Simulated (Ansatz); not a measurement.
Relaxation of ClH3Sn (5 atoms, charge 0, multiplicity 1), to a largest force component of 0.03 eV/Å in at most 50 steps.

Computed with RKS PBE0-D4/def2-mTZVP in Ansatz.

```xyz
5
Properties=species:S:1:pos:R:3
Sn 0.135 -0.059 0.096
H 0.730 0.062 1.697
H 1.844 0.062 0.123
Cl -0.915 1.888 -0.647
H -0.690 -1.406 -0.488
```

Task: Where does it end, and by what steps?

Result: The run converged. After 5 steps the energy has fallen by 1.016 eV; H2 moved furthest, 0.52 Å.

```
step  energy less start (eV)  largest force component (eV/Å)  accepted
   0                  0.0000                           1.761       yes
   1                 -0.6301                           0.975       yes
   2                 -0.9513                           0.355       yes
   3                 -1.0160                           0.047       yes
   4                 -1.0161                           0.061       yes
   5                 -1.0163                           0.002       yes
```

```xyz
5
Properties=species:S:1:pos:R:3
Sn 0.312 -0.046 0.221
H 0.257 0.053 1.920
H 1.896 0.053 -0.397
Cl -0.805 1.865 -0.569
H -0.556 -1.378 -0.393
```

The run took 17 s on 1 thread of Arm Neoverse V1, on a shared host, peak memory 0.13 GiB.
